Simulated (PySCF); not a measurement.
Species: C2H7AlOSi.
Structure used (PBE0-D3(BJ)/def2-SVP), in Å, numbered top down from 1:
```
atom  x, y, z in Å
C1    -1.2948    0.1432   -0.0656
C2    -0.2962   -1.0301   -0.2311
Si3    1.4367   -0.4812    0.3383
O4     1.3943    1.1737    0.0875
Al5   -0.2015    1.7776   -0.2045
H6    -2.1585    0.0597   -0.7450
H7    -1.7253    0.1370    0.9547
H8    -0.2055   -1.2910   -1.3008
H9    -0.6342   -1.9512    0.2739
H10    2.5240   -1.1160   -0.4662
H11    1.6738   -0.7775    1.7868
H12   -0.4740    3.3175   -0.4352
```

Level of theory: PySCF, PBE0-D3(BJ)/def2-SVP geometry optimisation, gas phase.

**Question.** Which atoms are bound to Al5, and at what distances?

**Answer.** 3 atoms: H12 1.581 Å, O4 1.731 Å, C1 1.971 Å. The nearest atom not counted as bound is H7, at 2.52 Å.

**Question.** List the angles at Al5.

**Answer.** 
| angle | degrees | distance of the outer atoms (Å) |
| --- | --- | --- |
| C1–Al5–H12 | 136.3 | 3.30 |
| O4–Al5–H12 | 121.6 | 2.89 |
| C1–Al5–O4 | 102.1 | 2.88 |

**Question.** What is the shape at Al5?

**Answer.** Planar: angles 136.3°, 121.6° and 102.1°, sum 359.9°, 0.02 Å off the plane of its three neighbours.

**Question.** What are the other bond lengths?

**Answer.** C1–C2 1.550 Å; C2–Si3 1.905 Å; Si3–O4 1.674 Å; C1–H6, C1–H7 1.105 Å; C2–H8, C2–H9 1.104 Å; Si3–H10, Si3–H11 1.496 Å.

**Question.** Give some angles away from the centre.

**Answer.** C2–C1–Al5 105.2°, C1–C2–Si3 109.6°, C2–Si3–O4 102.5°, Si3–O4–Al5 113.2°.

**Question.** What are the rotational constants (commonest isotopes, rigid rotor)?

**Answer.** A = 4647, B = 3258, C = 2035 MHz: an asymmetric top.

Point group: C1 (no symmetry element, even within 0.4 Å). Charge 0, singlet. No PBE0-D3(BJ)/def2-SVP frequencies stand behind this structure, so it isn't proved a minimum.

On one thread of an Arm Neoverse V1 (shared host), this took 37 s of wall time and 0.47 GiB of memory at its peak. This is the geometry optimisation.

One conformer stands for the species.
